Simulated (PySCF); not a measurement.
CH4N, SMILES C[NH], doublet (PBE0/def2-SVP optimised geometry):

```
6

C      0.650     0.018     0.000
N     -0.777     0.018     0.000
H      1.067     0.550    -0.881
H      1.051    -1.007    -0.001
H      1.066     0.548     0.883
H     -1.067     1.007     0.000
```

Method: unrestricted PBE0/def2-TZVP (PySCF).

What are the frontier orbital energies (α orbitals alone; a β orbital can be the lowest empty one) and the dipole moment?

HOMO-2 -11.39 eV, HOMO-1 -8.27 eV, HOMO -7.79 eV, LUMO 1.21 eV, LUMO+1 2.21 eV; dipole moment 2.00 D.

On the same geometry unrestricted PBE/def2-TZVP in PySCF gives HOMO-2 -9.80 eV, HOMO-1 -6.63 eV, HOMO -6.09 eV, LUMO 0.38 eV, LUMO+1 1.37 eV; dipole moment 2.01 D.

Meta-Löwdin charges at PBE0/def2-TZVP: C1 -0.24, N2 -0.33, H3 0.12, H4 0.12, H5 0.12, H6 0.21.
